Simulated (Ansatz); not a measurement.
Reaction (cleavage of the Al–B bond): `[BH2][AlH][OH]` + CH₃SH → `C[S][AlH][OH]` + BH₃

Isolated molecules relaxed with PBE0-D4/def2-TZVP in Ansatz; ΔE leaves out vibrations. CCSD(T)/CBS adds triple-zeta CCSD(T) − MP2 to the extrapolated MP2 energy (def2 sets, frozen cores). This one scheme is used for every species. DFT in def2-TZVPP. Each species was taken in one conformer, which may not be the lowest.

```json
{"species": "`[BH2][AlH][OH]`", "r2SCANh energy (Eh)": "-344.86212"}
{"species": "CH₃SH", "r2SCANh energy (Eh)": "-438.66962"}
{"species": "`C[S][AlH][OH]`", "r2SCANh energy (Eh)": "-756.99827"}
{"species": "BH₃", "r2SCANh energy (Eh)": "-26.58676"}
```

(1) Work out ΔE.

Largest T1 diagnostic among the species: 0.012.

## Answers

(1) ΔE = (-756.99827) + (-26.58676) − (-344.86212) − (-438.66962) = -0.05329 Eh = -139.9 kJ/mol. CCSD(T)/CBS gives -138.3 kJ/mol.

The D4 term adds −5.3 kJ/mol with B3LYP and −2.9 kJ/mol with PBE0; it sums over pairs of atoms, weighted by their polarisabilities, and B3LYP, whose exchange is more repulsive, gets the larger term. From PBE to PBE0 (25 % exact exchange), in def2-TZVPP and without D4, ΔE moves by −3.5 kJ/mol. At CCSD(T), def2-SVP lies +9.3 kJ/mol from the extrapolated value and def2-TZVPP +2.8 kJ/mol.

B3LYP here is the variant with VWN-RPA as its local correlation; programs differ in this.
